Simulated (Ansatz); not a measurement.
Frontier orbitals of `CC[SiH2]N`.

```xyz
13

C    -1.128    1.355   -0.833
C    -0.419    0.679    0.337
Si    0.502   -0.873   -0.157
N     1.302   -1.553    1.210
H    -1.873    0.694   -1.284
H    -1.646    2.265   -0.521
H    -0.422    1.633   -1.621
H    -1.132    0.415    1.125
H     0.297    1.371    0.797
H     1.405   -0.512   -1.297
H    -0.433   -1.921   -0.655
H     2.007   -1.023    1.697
H     1.540   -2.531    1.202
```

The species carries charge 0 and has multiplicity 1. The geometry is a stationary point of PBE0-D4/def2-TZVP. It is one conformer, not always the lowest. Basis def2-TZVPP, the Gaussian-basis code of Ansatz.

Orbital energies of one run (eV). Highest occupied ones, from the top: -6.11, -7.37, -8.06, -8.75, -9.17, -9.58, -10.74, -11.19, -12.35, -13.05, -15.91, -19.62, -22.04, -95.89. Empty: 0.40, 0.97, 2.01, 2.24, 2.38, 2.78.

Which functional gave them?
A. r2SCAN
B. BHLYP
C. r2SCAN0
D. ωB97M-V

A. HOMO energies: r2SCAN -6.11, ωB97M-V -9.56, BHLYP -8.55, r2SCAN0 -7.42 eV.
